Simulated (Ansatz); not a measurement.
Ideal-gas functions of CH3AlClFO (`[OH][Al]([F])[CH2]Cl`) at 298.15 K and 1 bar, from an Ansatz frequency run at PBE0-D4/def2-TZVP.

Molar mass 112.47 g/mol, point group C1 (symmetry number 1), electronic degeneracy 1, moments of inertia 110.303, 251.146, 295.926 u Å². Harmonic wavenumbers (cm⁻¹, unscaled): 74, 80, 177, 231, 249, 324, 616, 620, 633, 655, 843, 930, 1068, 1121, 1418, 3127, 3205, 3970.

Use S(trans) = R[1.5 ln M + 2.5 ln T − 1.1517]; rotational temperatures θ = 24.2544 K / I; S(rot) = R[ln(√π/σ · √(T³/θAθBθC)) + 1.5]; for each mode x = 1.438777 ν̃/T, S = R[x/(eˣ − 1) − ln(1 − e⁻ˣ)] and H = RT x/(eˣ − 1); 1 cm⁻¹ = 0.0119627 kJ/mol; R = 8.31446 J/(mol·K).

Problem. By hand: the entropy, in J/(mol·K).

Solution. Translation 167.8. Rotation: θ = 0.2199, 0.0966, 0.082 K, giving 114.7. Vibration, mode by mode: 16.92, 16.28, 9.87, 7.83, 7.27, 5.40, 1.77, 1.74, 1.66, 1.52, 0.73, 0.52, 0.30, 0.24, 0.07, 0.00, 0.00, 0.00, in all 72.1. Electronic 0.0. Sum 354.6 J/(mol·K).

Problem. By hand: H − E and G − E in kJ/mol, counted from the electronic energy.

Solution. Zero-point energy ½ × 19341 × 0.0119627 = 115.7; thermal vibration 11.3; translation, rotation and pV give 4 RT = 9.9. H − E = 136.9 kJ/mol, and G − E = 136.9 − 298.15 × 354.6/1000 = 31.2 kJ/mol.

Vibration gives 20 % of the entropy, 33.2 J/(mol·K) of it from the modes under 150 cm⁻¹: soft modes count most, and the harmonic formula is weakest for them. The sum counts one conformer and one mirror image; others add a mixing term.
